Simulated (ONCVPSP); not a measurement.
**Configuration tests for titanium (Ti) (ONCV)**

* Element: titanium (Ti)
* Generator: ONCVPSP 4.0.1
* Type: optimised norm-conserving Vanderbilt (ONCV)
* Functional: revPBE
* Relativity: scalar-relativistic
* Frozen core: [Ne]
* Valence charge: 12
* Reference configuration: 3s2 3p6 3d2 4s1 (charge +1)
* Partial waves: 3s+4s: rc 1.40 bohr, ncon 5, nbas 9, qcut 10.5 1/bohr, 2 projectors; 3p: rc 1.35 bohr, ncon 4, nbas 9, qcut 10.3 1/bohr, 2 projectors, debl 3.4 Ha; 3d: rc 1.95 bohr, ncon 3, nbas 8, qcut 9.3 1/bohr, 2 projectors, debl 2.4 Ha
* Local potential: polynomial inside 1.20 bohr (lpopt 5, dvloc0 0 Ha)
* Core correction: none

Energies are relative to the spin-unpolarised reference configuration 3s2 3p6 3d2 4s1; without spin polarisation the order of configurations can differ from experiment.

(1) Give the all-electron excitation energy and the error of the potential for: 3s2 3p6 3d2 4s2; 3s2 3p6 3d2 4s0; 3s2 3p6 3d1 4s0; 3s2 3p6 3d2.5 4s1.5.

Levels in the configuration 3s2 3p6 3d2 4s2:

```tsv
level	all-electron (eV)	pseudo (eV)
3s	-62.696	-62.687
3p	-38.875	-38.869
3d	-4.210	-4.202
4s	-4.428	-4.429
```

Answers

(1)

```csv
valence configuration,charge,ΔE all-electron (eV),error AE − PS (meV)
3s2 3p6 3d2 4s2,0,-7.279,+1.0
3s2 3p6 3d2 4s0,+2,13.431,-0.3
3s2 3p6 3d1 4s0,+3,40.291,+72
3s2 3p6 3d2.5 4s1.5,0,-6.923,+2.3
```
